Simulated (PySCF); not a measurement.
Steps of a relaxation of [NdF2]+

[NdF2]+ (singlet in the valence; each metal's 4f electrons, 3 of them, lie in its core potential, out of spins and levels). PySCF 2.14.0, RKS PBE0, Nd lcecp-1-SVP with ECP49, F def2-SVP; non-relativistic Hamiltonian with scalar-relativistic core potentials where named; density fitting; no spin-orbit coupling. Origin of the start: template. Columns: position (Å) and force (eV/Å). Energies are counted from the last step; some of the 7 steps are shown. Forces carry noise of the integration grid, about 0.01 to 0.03 eV/Å.

Run from Python with OMP_NUM_THREADS=2. Where DIIS fails, smearing, a level shift and second-order steps follow.
It took 9.8 s on 2 threads of Arm Neoverse V1 (shared host), from the converged density of the start.

```xyz
3
step 0  E = 0.668 eV
Nd    0.0000    0.0000   -0.1857     0.00    0.00    2.14
F     1.9644    0.0000    0.6934    -2.83    0.00   -1.07
F    -1.9644    0.0000    0.6934     2.83    0.00   -1.07
```

```xyz
3
step 2  E = 0.078 eV
Nd    0.0000    0.0000   -0.2110     0.00    0.00   -0.86
F     1.7518    0.0000    0.7061     0.23    0.00    0.43
F    -1.7518    0.0000    0.7061    -0.23    0.00    0.43
```

```xyz
3
step 4  E = 0.004 eV
Nd    0.0000    0.0000   -0.3718     0.00    0.00    0.35
F     1.6212    0.0000    0.7865    -0.25    0.00   -0.17
F    -1.6212    0.0000    0.7865     0.25    0.00   -0.17
```

Question: Where does the relaxation end?

Answer: It converges at step 6 in C2v:
```xyz
3
step 6  E = 0
Nd    0.0000    0.0000   -0.3762
F     1.6014    0.0000    0.7887
F    -1.6014    0.0000    0.7887
```

Question: How did the contacts change?

Answer: 
| contact | start (Å) | end (Å) |
| --- | --- | --- |
| Nd1–F2 (F) | 2.152 | 1.980 |
| Nd1–F3 (F) | 2.152 | 1.980 |


An lcecp potential fixes the number of 4f electrons, so in runs with it no electron can move into or out of that shell.
